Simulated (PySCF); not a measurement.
Ga(Cl)2(Br), SMILES [Cl][Ga]([Cl])[Br], B3LYP/def2-SVP optimised geometry.

```
4

Ga    -0.49    -0.04     0.00
Cl     1.65    -0.04     0.00
Cl    -1.53    -1.92     0.00
Br    -1.65     1.92     0.00
```

Density from B3LYP/def2-TZVP in PySCF at that geometry.

Minimum of the electron density along straight lines between bonded atoms, close to the bond critical point (lines longer than 1.1 times the sum of covalent radii, or with two minima, are not listed):

```csv
bond,length / Å,ρ at the minimum / e bohr⁻³,∇²ρ there / e bohr⁻⁵,position (fraction from the first atom)
Ga1–Cl2,2.141,0.098,0.26,0.44
Ga1–Cl3,2.141,0.098,0.26,0.44
Ga1–Br4,2.279,(withheld),(withheld),0.43
```

Task: Fill in the missing entries.

Result: 
- Ga1–Br4, ρ at the minimum / e bohr⁻³: 0.089
- Ga1–Br4, ∇²ρ there / e bohr⁻⁵: 0.15
